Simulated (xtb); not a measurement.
sodium atom (Na), doublet (GFN-xTB shapes and energies of metal compounds can be far from the true ones); GFN0-xTB (xtb).

Input for xtb:
```
$ xtb mol.xyz --gfn 0 --uhf 1 --etemp 5000 --json

# file mol.xyz
1

Na     0.00000000     0.00000000     0.00000000
```

Q: What does xtb print? Leave out banner, timings and long lists.

A: 
```
   ID    Z sym.   atoms
    1   11 Na     1

           -------------------------------------------------
          |                Calculation Setup                |
           -------------------------------------------------

           -------------------------------------------------
          |                 G F N 0 - x T B                 |
           -------------------------------------------------

          ...................................................
          :                      SETUP                      :
          :.................................................:
          :  # basis functions                   4          :
          :  # atomic orbitals                   4          :
          :  # shells                            2          :
          :  # electrons                         1          :
          :  electronic temp.         5000.0000000     K    :
          :  accuracy                    1.0000000          :
          :  -> integral cutoff          0.2500000E+02      :
          :  -> integral neglect         0.1000000E-07      :
          ...................................................

         :::::::::::::::::::::::::::::::::::::::::::::::::::::
         ::                     SUMMARY                     ::
         :::::::::::::::::::::::::::::::::::::::::::::::::::::
         :: total energy              -0.294915730475 Eh    ::
         :: gradient norm              0.000000000000 Eh/a0 ::
         :: HOMO-LUMO gap              4.481104600000 eV    ::
         ::.................................................::
         :: H0 energy                 -0.294915730475 Eh    ::
         :: repulsion energy           0.000000000000 Eh    ::
         :: electrostat energy         0.000000000000 Eh    ::
         :: -> Gsolv                   0.000000000000 Eh    ::
         ::    -> Gsasa                0.000000000000 Eh    ::
         ::    -> Gshift               0.000000000000 Eh    ::
         :: dispersion energy          0.000000000000 Eh    ::
         :: short-range corr.          0.000000000000 Eh    ::
         :: add. restraining           0.000000000000 Eh    ::
         :: total charge               0.000000000000 e     ::
         :::::::::::::::::::::::::::::::::::::::::::::::::::::

           -------------------------------------------------
          |                Property Printout                |
           -------------------------------------------------

    * Orbital Energies and Occupations

         #    Occupation            Energy/Eh            Energy/eV
      -------------------------------------------------------------
         1        0.9905           -0.2946141              -8.0169 (HOMO)
         2        0.0032           -0.1299366              -3.5358 (LUMO)
         3        0.0032           -0.1299366              -3.5358
         4        0.0032           -0.1299366              -3.5358
      -------------------------------------------------------------
                  HL-Gap            0.1646776 Eh            4.4811 eV
             Fermi-level            0.0000000 Eh            0.0000 eV

     #   Z          covCN         q      C6AA      α(0)
     1  11 Na       0.000     0.000  1705.589   169.743

 Mol. C6AA /au·bohr⁶  :       1705.588574
 Mol. C8AA /au·bohr⁸  :     221931.998899
 Mol. α(0) /au        :        169.742850

Wiberg/Mayer (AO) data.
largest (>0.10) Wiberg bond orders for each atom

 ---------------------------------------------------------------------------
     #   Z sym  total        # sym  WBO       # sym  WBO       # sym  WBO
 ---------------------------------------------------------------------------
     1  11 Na   0.000
 ---------------------------------------------------------------------------

 dipole moment from electron density (au)
     X       Y       Z
   0.0000   0.0000   0.0000  total (Debye):    0.000

           -------------------------------------------------
          | TOTAL ENERGY               -0.294915730475 Eh   |
          | GRADIENT NORM               0.000000000000 Eh/α |
          | HOMO-LUMO GAP               4.481104600000 eV   |
           -------------------------------------------------

normal termination of xtb
```
